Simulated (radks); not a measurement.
Results of a calculation; reference values are marked as such.
All-electron atom: Ge+ in [Ne] 3s2 3p5 3d10 4s2 4p2 (not the ground configuration).

Code: a radial shooting solver on a logarithmic mesh with Libxc functionals. Model: non-relativistic Kohn-Sham, PBE, spin-polarised, spherical densities, point nucleus; open shells are filled with parallel spins first.

Energy parts (eV):
part                       energy
total                  -56384.992
kinetic                 56349.407
electron-nucleus      -134359.958
Hartree                 23740.805
exchange-correlation    -2115.246

Orbitals (lengths in bohr, moments of r in powers of bohr; <r^-3> diverges for s and p1/2):
orbital,occ.,eigenvalue (eV),<r^-3>,<1/r>
1s up,1,-10830.27,-,31.50
1s down,1,-10829.50,-,31.51
2s up,1,-1360.723,-,6.922
2s down,1,-1360.219,-,6.922
2p up,3,-1214.541,940.4,6.895
2p down,3,-1213.723,939.9,6.894
3s up,1,-184.6120,-,2.252
3s down,1,-182.7779,-,2.248
3p up,3,-135.8603,129.1,2.135
3p down,2,-134.0438,128.6,2.131
3d up,5,-50.7731,15.14,1.846
3d down,5,-49.1716,15.13,1.844
4s up,1,-23.1223,-,0.6739
4s down,1,-21.1433,-,0.6772
4p up,2,-13.9731,9.228,0.5551
4p down,0,-12.0238,9.129,0.5483

The highest occupied level is 4p up at -13.973 eV. Spin moment in Bohr magnetons: 3. The spin density at the nucleus is -0.3936 e/bohr^3 (1s -0.8793, 2s 0.2650, 3s 0.5646, 4s -0.3439), a Fermi contact field of -20.6 T.
